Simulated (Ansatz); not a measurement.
System: dichloro(difluoro)silane, sum formula SiCl$_{2}$F$_{2}$ (charge 0, singlet). 
Structure (B3LYP-D3(BJ)/def2-TZVP (Ansatz, a quantum-chemistry and plane-wave program) minimum search):
SMILES: Cl[Si](Cl)(F)F
```xyz
5

Si    -0.0174    -0.3276     0.0117
F      0.0230    -1.2155     1.3135
F     -0.1563    -1.2966    -1.2238
Cl    -1.6227     0.8923     0.0862
Cl     1.7076     0.7074    -0.1433
```
Charge 0, spin multiplicity 1.

Wanted: atomisation energy (electronic, to ground-state atoms), in kJ/mol. Correlated levels leave the core frozen unless marked. UHF or UKS for open shells. Spin-orbit coupling is left out. Non-relativistic. The coupled-cluster limit lacks core correlation, which all-electron functionals hold. Basis-set limits of correlation are two-point, X^-3; Hartree-Fock from the larger set (for Q and 5 zeta extrapolated as (X+1)exp(-9√X)).

| level | program | atomisation energy (kJ/mol) |
|---|---|---|
| HF/STO-3G | Ansatz | 1233.8 |

**Question.** Predict the CCSD(T)/CBS(cc-pV(Q+d)Z,cc-pV(5+d)Z) result (Ansatz).

**Answer.** 2021.7 kJ/mol
